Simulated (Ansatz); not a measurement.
A run on C2H9InSi, SMILES `[CH3][In]([CH3])[SiH3]` with other settings.

```yaml
crystal:
  periodic: [false, false, false]
  atoms:
    - {symbol: C, position_ang: [-0.304302, 1.967043, -0.506728]}
    - {symbol: In, position_ang: [0.079071, 0.090176, 0.032072]}
    - {symbol: C, position_ang: [1.471400, -0.194480, 1.425085]}
    - {symbol: Si, position_ang: [-1.116319, -1.736747, -0.910652]}
    - {symbol: H, position_ang: [-0.929374, 2.015856, -1.289040]}
    - {symbol: H, position_ang: [-0.718315, 2.457861, 0.267338]}
    - {symbol: H, position_ang: [0.552223, 2.437848, -0.740723]}
    - {symbol: H, position_ang: [1.694087, -1.164693, 1.544363]}
    - {symbol: H, position_ang: [1.143115, 0.170336, 2.302979]}
    - {symbol: H, position_ang: [2.307510, 0.307306, 1.182009]}
    - {symbol: H, position_ang: [-1.547390, -1.487736, -2.188923]}
    - {symbol: H, position_ang: [-2.234755, -2.002230, -0.158300]}
    - {symbol: H, position_ang: [-0.378091, -2.892465, -0.945956]}
basis:
  gaussian: {orbitals: def2-mTZVPP}
hamiltonian: {xc: {name: r2SCANh}, dispersion: d3bjatm}
output: {forces: true}
```

```sh
$ ansatz run in.yaml --threads 4 --pin off --events-out ev --progress --plain --max-ram 10444MiB
```

It prints (some lines left out):

```
Functional definition: r2SCANh
1460 factors; integrals over basis functions are off by at most 1.3e-3 eV
mean field evaluation 1: about -15256.3115 eV, gradient 7.9e1 eV
mean field evaluation 2: about -15248.6437 eV, gradient 8.9e1 eV
mean field evaluation 4: about -15269.8997 eV, gradient 3.0e0 eV
mean field evaluation 8: about -15269.9810 eV, gradient 1.6e-1 eV
mean field evaluation 16: about -15269.9811 eV, gradient 5.6e-5 eV
mean field -15269.98106059 eV, -561.1614536117 hartree, gradient 5.6e-5 eV, S^2 0.000000; 0 other end points of the search recorded, 0 dependent functions left out
reference -15269.98107680 eV, -561.1614542073 hartree; 28, 28 occupied and 118, 118 virtual orbitals, 1460 factors
Total energy: -15270.06530180 eV, -561.1645494191 hartree
Atom 0 at    -0.304302     1.967043    -0.506728 Å, force     0.090586    -0.839085     0.050628 eV/Å
Atom 1 at     0.079071     0.090176     0.032072 Å, force    -0.612442    -0.989518    -0.545689 eV/Å
Atom 2 at     1.471400    -0.194480     1.425085 Å, force    -0.539575    -0.060363    -0.648713 eV/Å
Atom 3 at    -1.116319    -1.736747    -0.910652 Å, force     0.502111     0.592339     0.193601 eV/Å
Atom 4 at    -0.929374     2.015856    -1.289040 Å, force    -2.358826     0.298926    -2.943648 eV/Å
Atom 5 at    -0.718315     2.457861     0.267338 Å, force    -1.533418     1.918642     2.843727 eV/Å
Atom 6 at     0.552223     2.437848    -0.740723 Å, force     3.160040     1.857337    -0.867589 eV/Å
Atom 7 at     1.694087    -1.164693     1.544363 Å, force     0.910439    -3.633432     0.537169 eV/Å
Atom 8 at     1.143115     0.170336     2.302979 Å, force    -1.135921     1.352989     3.315685 eV/Å
Atom 9 at     2.307510     0.307306     1.182009 Å, force     3.167402     1.871679    -0.810480 eV/Å
Atom 10 at    -1.547390    -1.487736    -2.188923 Å, force    -0.881370     0.473176    -2.543881 eV/Å
Atom 11 at    -2.234755    -2.002230    -0.158300 Å, force    -2.212795    -0.523131     1.491180 eV/Å
Atom 12 at    -0.378091    -2.892465    -0.945956 Å, force     1.443771    -2.319560    -0.071991 eV/Å
Dipole moment:     0.112818     0.174187     0.090862 e Å
```

Run time 1.9 s (4 threads of an AMD EPYC 9R45 on a shared host); peak host memory 0.41 GiB.
